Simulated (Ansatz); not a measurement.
Stepwise reaction of `COB(F)OC` with hydrogen chloride, as a gas-phase model of exchange steps in deposition or etching. ΔE in kJ/mol; ΔG adds harmonic PBE0-D4 terms to CCSD(T)/CBS, at 1 bar.

Isolated molecules relaxed with PBE0-D4/def2-TZVP in Ansatz; ΔE leaves out vibrations. CCSD(T)/CBS adds triple-zeta CCSD(T) − MP2 to the extrapolated MP2 energy (def2 sets, frozen cores). This one scheme is used for every species. DFT in def2-TZVPP. B3LYP here is the variant with VWN-RPA as its local correlation; programs differ in this. One conformer a species, not always the lowest.

```csv
step,reaction,PBE-D4,B3LYP-D4,ωB97M-V,CCSD(T)/CBS,ΔG(600 K)
2,`COB(F)Cl` + HCl → `FB(Cl)Cl` + CH₃OH,54.8,64.3,62.1,63.0,66.9
```

Give the row of step 1, `COB(F)OC` + HCl → `COB(F)Cl` + CH₃OH. (Best estimate.)

The calculation gave: 
| step | reaction | PBE-D4 | B3LYP-D4 | ωB97M-V | CCSD(T)/CBS | ΔG(600 K) |
| --- | --- | --- | --- | --- | --- | --- |
| 1 | `COB(F)OC` + HCl → `COB(F)Cl` + CH₃OH | 37.2 | 47.5 | 46.0 | 46.8 | 41.0 |

By hand: ΔE of the 2 steps together at CCSD(T)/CBS.

(46.8) + (63.0) = 109.8 kJ/mol, or 54.9 kJ/mol a step.

In ΔE each step is higher than the one before. All are uphill at CCSD(T)/CBS. ΔG lies between 41.0 and 66.9 kJ/mol a step. PBE-D4 differs from CCSD(T)/CBS by -9.6 to -8.2 kJ/mol a step. Isolated molecules leave out the surface, adducts and barriers. Largest T1 diagnostic: 0.012.
